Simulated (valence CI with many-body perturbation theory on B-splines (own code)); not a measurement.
## Forbidden lines of Au29+

Calculated by configuration interaction combined with many-body perturbation theory (CI+MBPT): four valence electrons over a frozen Dirac-Fock core [Kr] 4d10, a basis of 7 s, 7 p, 7 d, 7 f, 4 g, 2 h functions for each j, with the one-electron correlation potential Σ1, the two-electron term Σ2, the three-electron term Σ3, Breit, model QED; selected CI, second order for the rest, scaled by the run's own slope (own B-spline code, finite nucleus).

The last digits are not significant, and no measured levels were compared; by estimate large intervals hold to a few tenths of a per cent, small ones and those within an open d or f shell to about a per cent. Excitations out of the core, of the other parity, are not computed and may begin above about 185 eV (a cautious bound); beyond it only levels of the ground parity were kept, without lifetimes.

Lines 51 to 100 of 120 in falling wavelength, among levels below 1493700 cm⁻¹, chosen from the decays that carry over 1 % of a level's rate. Wavelengths and rates use the calculated energies. Electric multipoles are in the length gauge, E1 and E2 with the static RPA response of the core. Weak lines are less certain than strong ones. Lines between different terms over intervals too small for the method are left out, as are lines whose strength nearly cancels. Where a level lies close to another of its J and parity, the split of strength between their lines is uncertain.

Levels are named by their leading jj configuration (3d3/2^4 stands for four electrons in 3d with j = 3/2), which in mixed levels can hold well under half, so a name can repeat and another be missing. Letters in brackets count levels of one name in rising energy.

```
λ vac (nm)                      Upper                      Lower  Type   A (s⁻¹)  Branch %
     263.1  (4f5/2^2 4f7/2^2) J=3 [a]    (4f5/2^3 4f7/2) J=2 [a]    M1  1.30e+03      63.8
     258.4              (4f5/2^4) J=2              (4f5/2^4) J=4    E2  2.87e-02     100.0
     251.1  (4f5/2^2 4f7/2^2) J=2 [a]    (4f5/2^3 4f7/2) J=3 [a]    M1  6.27e+02      27.5
     249.4  (4f5/2^2 4f7/2^2) J=1 [a]    (4f5/2^3 4f7/2) J=2 [b]    M1  8.86e+02      49.2
     247.5  (4f5/2^2 4f7/2^2) J=2 [b]    (4f5/2^3 4f7/2) J=2 [b]    M1  8.90e+02      49.9
     243.7  (4f5/2^2 4f7/2^2) J=3 [a]    (4f5/2^3 4f7/2) J=3 [a]    M1  6.06e+02      29.6
     239.5  (4f5/2^2 4f7/2^2) J=7 [a]    (4f5/2^3 4f7/2) J=6 [a]    M1  1.07e+03      71.0
     229.6              (4f5/2^4) J=0    (4f5/2^3 4f7/2) J=1 [a]    M1  6.18e-01      26.3
     226.6  (4f5/2^2 4f7/2^2) J=1 [a]    (4f5/2^3 4f7/2) J=2 [a]    M1  2.14e+01       1.2
     225.4    (4f5/2^3 4f7/2) J=4 [b]    (4f5/2^3 4f7/2) J=5 [b]    M1  1.13e+02       9.8
     225.1  (4f5/2^2 4f7/2^2) J=2 [b]    (4f5/2^3 4f7/2) J=2 [a]    M1  9.70e+01       5.4
     220.7  (4f5/2^2 4f7/2^2) J=6 [c]    (4f5/2^3 4f7/2) J=5 [b]    M1  1.97e+02      30.3
     220.4  (4f5/2^2 4f7/2^2) J=4 [c]    (4f5/2^3 4f7/2) J=3 [b]    M1  5.67e+01       4.8
     215.3  (4f5/2^2 4f7/2^2) J=4 [b]    (4f5/2^3 4f7/2) J=4 [a]    M1  8.90e+02      31.2
     211.2  (4f5/2^2 4f7/2^2) J=3 [b]    (4f5/2^3 4f7/2) J=2 [b]    M1  2.05e+02      24.4
     210.7  (4f5/2^2 4f7/2^2) J=2 [b]    (4f5/2^3 4f7/2) J=3 [a]    M1  4.91e+01       2.8
     210.5  (4f5/2^2 4f7/2^2) J=6 [c]  (4f5/2^2 4f7/2^2) J=6 [a]    M1  2.24e+02      34.5
     208.6  (4f5/2^2 4f7/2^2) J=3 [b]    (4f5/2^3 4f7/2) J=3 [b]    M1  2.75e+02      32.7
     205.5  (4f5/2^2 4f7/2^2) J=2 [a]    (4f5/2^3 4f7/2) J=1 [a]    M1  9.39e+02      41.1
     194.6  (4f5/2^2 4f7/2^2) J=3 [b]    (4f5/2^3 4f7/2) J=2 [a]    M1  8.83e+01      10.5
     192.9  (4f5/2^2 4f7/2^2) J=4 [c]    (4f5/2^3 4f7/2) J=3 [a]    M1  1.01e+02       8.6
     191.0  (4f5/2^2 4f7/2^2) J=5 [a]    (4f5/2^3 4f7/2) J=4 [a]    M1  1.36e+02      15.0
     187.7      (4f5/2^2 4f7/2^2) J=9        (4f5/2^3 4f7/2) J=8    M1  8.32e+02      80.9
     184.8  (4f5/2^2 4f7/2^2) J=6 [a]    (4f5/2^3 4f7/2) J=5 [a]    M1  1.98e+03      87.4
     183.8  (4f5/2^2 4f7/2^2) J=3 [b]    (4f5/2^3 4f7/2) J=3 [a]    M1  1.02e+01       1.2
     182.4    (4f5/2^3 4f7/2) J=4 [a]              (4f5/2^4) J=4    M1  1.27e+03      90.9
     180.9  (4f5/2^2 4f7/2^2) J=2 [c]    (4f5/2^3 4f7/2) J=3 [b]    M1  1.19e+03      34.5
     179.3    (4f5/2^3 4f7/2) J=4 [b]    (4f5/2^3 4f7/2) J=3 [b]    M1  8.41e+01       7.3
     178.6  (4f5/2^2 4f7/2^2) J=1 [a]    (4f5/2^3 4f7/2) J=1 [a]    M1  8.65e+02      48.0
     177.7  (4f5/2^2 4f7/2^2) J=2 [b]    (4f5/2^3 4f7/2) J=1 [a]    M1  6.60e+02      37.0
     177.6    (4f5/2^3 4f7/2) J=5 [b]    (4f5/2^3 4f7/2) J=5 [a]    M1  2.44e+02      31.6
     171.9  (4f5/2^2 4f7/2^2) J=5 [b]    (4f5/2^3 4f7/2) J=4 [a]    M1  8.50e+02      47.9
     170.3  (4f5/2^2 4f7/2^2) J=2 [c]    (4f5/2^3 4f7/2) J=2 [a]    M1  1.19e+03      34.4
     166.9              (4f5/2^4) J=0              (4f5/2^4) J=2    E2  1.73e+00      73.6
     164.2  (4f5/2^2 4f7/2^2) J=4 [c]    (4f5/2^3 4f7/2) J=4 [a]    M1  7.38e+02      62.7
     163.2  (4f5/2^2 4f7/2^2) J=8 [b]        (4f5/2^3 4f7/2) J=7    M1  3.44e+02      47.0
     161.9  (4f5/2^2 4f7/2^2) J=2 [c]    (4f5/2^3 4f7/2) J=3 [a]    M1  3.20e+02       9.3
     160.7    (4f5/2^3 4f7/2) J=4 [b]    (4f5/2^3 4f7/2) J=3 [a]    M1  5.04e+02      43.8
     159.9    (4f5/2^3 4f7/2) J=1 [b]    (4f5/2^3 4f7/2) J=1 [a]    M1  5.64e+00       1.6
     158.9  (4f5/2^2 4f7/2^2) J=4 [a]    (4f5/2^3 4f7/2) J=5 [a]    M1  1.72e+02      15.1
     158.6  (4f5/2^2 4f7/2^2) J=6 [b]        (4f5/2^3 4f7/2) J=7    M1  1.99e+02      26.6
     158.0  (4f5/2^2 4f7/2^2) J=5 [a]    (4f5/2^3 4f7/2) J=6 [a]    M1  2.42e+02      26.8
     157.5  (4f5/2^2 4f7/2^2) J=3 [b]    (4f5/2^3 4f7/2) J=4 [a]    M1  7.40e+01       8.8
     156.5    (4f5/2^3 4f7/2) J=3 [a]              (4f5/2^4) J=4    M1  1.60e+02      40.5
     153.8  (4f5/2^2 4f7/2^2) J=2 [a]              (4f5/2^4) J=2    M1  4.12e+01       1.8
     151.8  (4f5/2^2 4f7/2^2) J=0 [a]    (4f5/2^3 4f7/2) J=1 [a]    M1  4.51e+02      92.5
     144.7  (4f5/2^2 4f7/2^2) J=5 [b]    (4f5/2^3 4f7/2) J=6 [a]    M1  9.84e+01       5.5
     142.1    (4f5/2^3 4f7/2) J=3 [b]              (4f5/2^4) J=4    M1  1.85e+02      20.5
     141.7  (4f5/2^2 4f7/2^2) J=2 [c]    (4f5/2^3 4f7/2) J=1 [a]    M1  5.58e+02      16.2
     140.3    (4f5/2^3 4f7/2) J=4 [b]    (4f5/2^3 4f7/2) J=4 [a]    M1  4.10e+01       3.6
```
